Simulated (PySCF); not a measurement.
**As (arsenic, neutral): PBE calculation**

Configuration: [Ar] 3d10 4s1 4p4, high-spin 4P determinant (an excited configuration). Calculation: PySCF 2.14, in dyall-av2z; no relativity, point nucleus.

| Item | Value |
| --- | --- |
| Total energy | -2235.187 hartree |
| One-electron energy | -3111.998 hartree |
| Hartree (Coulomb) energy | 959.484 hartree |
| Exchange-correlation energy | -82.673 hartree |
| Kinetic energy | 2233.84867 hartree |
| ⟨S²⟩ | 3.7553 |
| ⟨L²⟩ | 2.009 |
| Sum of ⟨r⟩ | 25.15 bohr |
| Sum of ⟨r²⟩ | 43.22 bohr² |
| Traceless quadrupole moment −½Σ⟨3z² − r²⟩ along its main axis | -3.32 e·bohr² |
| Density at the nucleus (Gaussians lack the cusp) | 24500 bohr⁻³ |
| Spin density at the nucleus | 15.3 bohr⁻³ |
| Langevin diamagnetic susceptibility | -34.2 ×10⁻⁶ cm³/mol |

| shell | electrons | mean orbital energy (hartree) | spread (hartree) | rms radius, mean of both spins (bohr) |
| --- | --- | --- | --- | --- |
| 1s α | 1 | -424.12347 | 0 | 0.0537 |
| 1s β | 1 | -424.11758 | 0 | 0.0537 |
| 2s α | 1 | -53.22263 | 0 | 0.224 |
| 2s β | 1 | -53.21977 | 0 | 0.224 |
| 2p α | 3 | -47.59998 | 0.00550 | 0.198 |
| 2p β | 3 | -47.59544 | 0.00345 | 0.198 |
| 3s α | 1 | -6.81100 | 0 | 0.654 |
| 3s β | 1 | -6.80255 | 0 | 0.654 |
| 3p α | 3 | -4.91322 | 0.01613 | 0.674 |
| 3p β | 3 | -4.90357 | 0.01183 | 0.674 |
| 3d α | 5 | -1.58676 | 0.01711 | 0.757 |
| 3d β | 5 | -1.57199 | 0.01092 | 0.757 |
| 4s α | 1 | -0.58393 | 0 | 2.08 |
| 4p α | 3 | -0.24585 | 0.03728 | 2.70 |
| 4p β | 1 | -0.17017 | 0 | 2.70 |
